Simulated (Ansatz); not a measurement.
Mo3N3⁺. The state is a triplet with charge 1. Geometry PBE0-D4/def2-SVP, that of the neutral doublet; atoms count from 1.

```tsv
atom	x (Å)	y (Å)	z (Å)
Mo1	0.5417	1.1601	0.7198
Mo2	0.8030	-1.5207	0.3034
Mo3	-0.8426	0.3405	-1.4295
N4	0.8333	-0.3822	1.7227
N5	-0.5262	-1.4405	-0.9374
N6	-0.8092	1.8428	-0.3790
```

In the def2 sets Mo takes a core potential; there is no spin–orbit coupling. The charge 1 triplet is spin-contaminated (final ⟨S²⟩ up to 3.99, 2.00 for a pure state). Another isomer (doublet) lies 0.48 eV lower at PBE-D4/def2-TZVP.

Q: Estimate the Mulliken populations from the PBE0/def2-TZVP orbitals of Ansatz.

A: 
```
atom  charge (e)  spin (α − β)  d electrons
 Mo1        0.96          0.07         4.38
 Mo2        1.07          2.22         4.32
 Mo3        1.03          0.28         4.33
  N4       -0.65         -0.26            –
  N5       -0.71         -0.23            –
  N6       -0.69         -0.08            –
```
Mulliken values and Mayer orders depend strongly on the basis.

Q: Where does the spin sit?

A: Summed by element: Mo 2.57, N -0.57, of 2 unpaired in all. Largest on single atoms: Mo2 2.22, Mo3 0.28, N4 -0.26.

Q: And the Mayer bond orders between bonded heavy atoms (over 0.3)?

A: Mo1–Mo2 0.70 (2.73 Å); Mo1–Mo3 0.93 (2.68 Å); Mo1–N4 1.25 (1.86 Å); Mo1–N6 1.27 (1.87 Å); Mo2–Mo3 0.40 (3.03 Å); Mo2–N4 1.51 (1.82 Å); Mo2–N5 1.54 (1.82 Å); Mo3–N5 1.25 (1.87 Å); Mo3–N6 1.50 (1.83 Å).
